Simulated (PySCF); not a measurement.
# Correlation energy of Cl⁶⁺ (chlorine, charge +6)

Starting occupation: [Ne] 3s1, 3s1/2 with m_j = +1/2. Computed with PySCF 2.14 in an uncontracted even-tempered set (20 s from 0.27 bohr⁻², ratio 2.4; 13 p from 0.35 bohr⁻², ratio 2.4; 5 d from 1.3 bohr⁻², ratio 2.6; 5 f from 2 bohr⁻², ratio 2.6), with X2C-1e with screened-nucleus spin-orbit coupling, Gaussian nucleus. Frozen: 1s2; 9 electrons correlated; the 52 highest virtual spinors left out.

MP2 pair energies summed by pair of shells (mhartree):

```tsv
pair	energy	share (%)
2p1/2-2p3/2	-96.97	32.1
2p3/2-2p3/2	-88.04	29.1
2p3/2-2s1/2	-43.00	14.2
2p1/2-2s1/2	-21.65	7.2
2p1/2-2p1/2	-19.84	6.6
2p3/2-3s1/2	-13.54	4.5
2s1/2-2s1/2	-10.44	3.5
2p1/2-3s1/2	-6.12	2.0
2s1/2-3s1/2	-2.75	0.9
```

Total MP2 correlation energy: -302.35 mhartree.
